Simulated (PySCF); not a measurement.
Cd(Br)(SiH3) (BrCdH₃Si), SMILES [Br][Cd][SiH3].

The structure is a stationary point at PBE0-D3(BJ)/def2-SVP. The structure was generated by enumeration; whether it is a known compound was not checked. The def2 effective core potentials stand for the cores of Cd; spin–orbit coupling is left out.

Level of theory: IEF-PCM-PBE0/def2-SVP (PySCF).

The values are the electrostatic part of the solvation free energy, E(continuum) − E(gas) at the gas-phase geometry, in a cavity of scaled van der Waals radii (PySCF's table); cavitation and dispersion terms are not included. A continuum can't describe solvent molecules that bind to the metal. In vacuum the orbital gap is 6.77 eV. The dipole moment in vacuum is 2.47 D.

**Question.** Estimate the values in water (ε = 78.36), cyclohexanone (ε = 15.62), methanol (ε = 32.61). (An estimate is asked for; the answer gives what the named calculation found.)

**Answer.** 
```json
[
 {"solvent": "water", "ε": "78.36", "ΔG(elec) (kcal/mol)": "-11.0", "dipole (D)": "3.08", "gap (eV)": "7.03"},
 {"solvent": "cyclohexanone", "ε": "15.62", "ΔG(elec) (kcal/mol)": "-10.0", "dipole (D)": "3.06", "gap (eV)": "7.02"},
 {"solvent": "methanol", "ε": "32.61", "ΔG(elec) (kcal/mol)": "-10.6", "dipole (D)": "3.07", "gap (eV)": "7.02"}
]
```
